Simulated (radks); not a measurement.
Excited configurations of the technetium ion Tc3+: one electron is placed in a higher orbital outside [Kr] 4d3. The ground configuration is [Kr] 4d4. Calculated with a radial shooting solver on a logarithmic mesh with Libxc functionals: Dirac Kohn-Sham, BLYP, spin-unpolarised, spherical densities, point nucleus; open shells are shared between the two j in proportion to 2j + 1. Excitation = E - E(ground); binding = E(ion) - E, where the ion is the core of charge +4; n* = 4/sqrt(2 binding) in atomic units, and the quantum defect is n - n*. Eigenvalue and <r> are those of j = l + 1/2.

| outer orbital | excitation (eV) | binding (eV) | n* | quantum defect | eigenvalue (eV) | <r> (bohr) |
|---|---|---|---|---|---|---|
| 4f | 26.520 | 15.387 | 3.761 | 0.239 | -12.331 | 3.562 |
| 5s | 7.946 | 33.961 | 2.532 | 2.468 | -29.670 | 2.553 |
| 5f | 31.623 | 10.284 | 4.601 | 0.399 | -8.774 | 6.462 |
| 6s | 24.666 | 17.242 | 3.553 | 2.447 | -15.337 | 4.870 |
| 6p | 27.098 | 14.810 | 3.834 | 2.166 | -13.033 | 5.476 |
| 6d | 30.765 | 11.142 | 4.420 | 1.580 | -9.715 | 6.836 |
| 6f | 34.716 | 7.192 | 5.502 | 0.498 | -6.278 | 10.03 |
| 7s | 31.202 | 10.706 | 4.509 | 2.491 | -9.485 | 7.813 |
| 7p | 32.448 | 9.460 | 4.797 | 2.203 | -8.378 | 8.630 |
| 7d | 34.333 | 7.574 | 5.361 | 1.639 | -6.687 | 10.39 |
| 7f | 36.593 | 5.315 | 6.400 | 0.600 | -4.673 | 14.22 |

The Delta-SCF ionisation energy is 41.908 eV (NIST Atomic Spectra Database: 41 eV, theoretical). Self-interaction in the functional shifts the binding energies and quantum defects, so they are the method's values and not measured ones. Spin polarisation and multiplet splitting are left out, so open shells lie too high by an amount that depends on their filling. Sharing an open shell by 2j + 1 raises it above the true ground level by a part of the spin-orbit splitting, which enters the differences from NIST.

Beside tabulated values, note that spin-unpolarised runs miss the spin-polarisation part of the exchange energy of open shells.
